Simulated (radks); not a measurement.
Results of a calculation; reference values are marked as such.
The mean radii <r> (bohr) of the occupied orbitals of an atom or ion are listed with their occupations. Code: a radial shooting solver on a logarithmic mesh with Libxc functionals. Model: Dirac Kohn-Sham, relativistic LDA (MacDonald-Vosko exchange, VWN5 correlation), spin-unpolarised, spherical densities, finite nucleus; Fermi nuclear charge, rms radius of each element as measured or else 0.836 A^(1/3) + 0.57 fm.

orbital  occ.      <r>
1s1/2       2  0.02083
2s1/2       2  0.08785
2p1/2       2  0.07312
2p3/2       4  0.08025
3s1/2       2   0.2302
3p1/2       2   0.2197
3p3/2       4   0.2332
3d3/2       4   0.2056
3d5/2       6   0.2098
4s1/2       2   0.5190
4p1/2       2   0.5279
4p3/2       4   0.5585
4d3/2       4   0.5855
4d5/2       6   0.5961
5s1/2       2    1.183
5p1/2       2    1.274
5p3/2       1    1.340
4f5/2       6   0.7114
4f7/2       3   0.7188

Name the element and its charge. Open shells, if any, fill j = l - 1/2 first.

Answer. Z = 67, holmium, charge +7: Ho7+ in [Kr] 4d10 4f9 5s2 5p3. The 1s radius gives Z: for a bare nucleus <r> = (2 gamma + 1)/(2Z) with gamma = sqrt(1 - (Z/c)^2), 0.02048 bohr for Z = 67, and screening makes it slightly larger (0.02083 here). The occupations add up to 60, and the charge is Z minus that.
